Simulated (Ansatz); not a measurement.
Reaction (redistribution): `[BH2][GaH2]` + `C[SiH2]S[SiH2]F` → `C[SiH2][S][GaH2]` + `B[SiH2]F`

Program: Ansatz. Geometries: PBE0-D4/def2-TZVP. ΔE: electronic, gas phase. CCSD(T)/CBS is the MP2 limit (def2-TZVPP, def2-QZVPP) plus CCSD(T) − MP2 in def2-TZVPP, frozen cores. Functionals use def2-TZVPP. For Ga outer-core shells are correlated without core-valence functions, which leaves a few kJ/mol of doubt a bond. Scalar relativity is left out up to krypton. Each species was taken in one conformer, which may not be the lowest.

`[BH2][GaH2]`:

Z-matrix (Å, degrees):
```
B
Ga 1 2.065
H 1 1.199 2 122.1
H 1 1.199 2 122.2 3 -179.9
H 2 1.576 1 122.1 3 89.9
H 2 1.576 1 122.3 3 -90.0
```

`C[SiH2]S[SiH2]F`:

Z-matrix (Å, degrees):
```
C
Si 1 1.860
H 1 1.092 2 110.6
H 1 1.093 2 110.3 3 120.1
H 1 1.092 2 110.4 3 -119.9
S 2 2.156 1 111.5 3 58.5
H 2 1.485 1 111.6 3 -58.5
H 2 1.487 1 110.9 3 179.1
Si 6 2.109 2 98.6 1 81.3
F 9 1.602 6 111.2 2 -63.4
H 9 1.479 6 107.2 2 178.5
H 9 1.480 6 111.6 2 54.8
```

`C[SiH2][S][GaH2]`:

Z-matrix (Å, degrees):
```
C
Si 1 1.865
H 1 1.092 2 110.6
H 1 1.094 2 110.3 3 120.1
H 1 1.092 2 110.8 3 -120.2
S 2 2.145 1 112.0 3 56.1
H 2 1.487 1 110.1 3 178.7
H 2 1.486 1 110.5 3 -61.3
Ga 6 2.199 2 99.5 1 71.9
H 9 1.559 6 115.9 2 179.9
H 9 1.564 6 117.9 2 -0.2
```

`B[SiH2]F`:

Z-matrix (Å, degrees):
```
Si
F 1 1.607
B 1 2.000 2 113.6
H 1 1.490 2 107.3 3 -121.7
H 1 1.490 2 107.3 3 121.8
H 3 1.197 1 118.1 2 179.8
H 3 1.194 1 124.1 2 -0.2
```

| species | CAM-B3LYP-D4 energy (Eh) |
| --- | --- |
| `[BH2][GaH2]` | -1952.14798 |
| `C[SiH2]S[SiH2]F` | -1119.54644 |
| `C[SiH2][S][GaH2]` | -2655.06871 |
| `B[SiH2]F` | -416.63488 |

**Question.** Work out ΔE.

**Answer.** ΔE = (-2655.06871) + (-416.63488) − (-1952.14798) − (-1119.54644) = -0.00917 Eh = -24.1 kJ/mol. CCSD(T)/CBS gives -24.5 kJ/mol.

Largest T1 diagnostic among the species: 0.014.

At CCSD(T), def2-SVP lies −11.2 kJ/mol from the extrapolated value and def2-TZVPP −1.9 kJ/mol. In def2-TZVPP, CCSD(T) changes the Hartree–Fock value by +7.5 kJ/mol (the triples alone add +0.3 kJ/mol) and MP2 by +9.1 kJ/mol. Leaving LDA and LC-ωPBE aside and taking each functional with its dispersion term where it has one, the values, not all of them listed here, spread over 8.3 kJ/mol, from BHLYP-D4 to ωB97M-V.
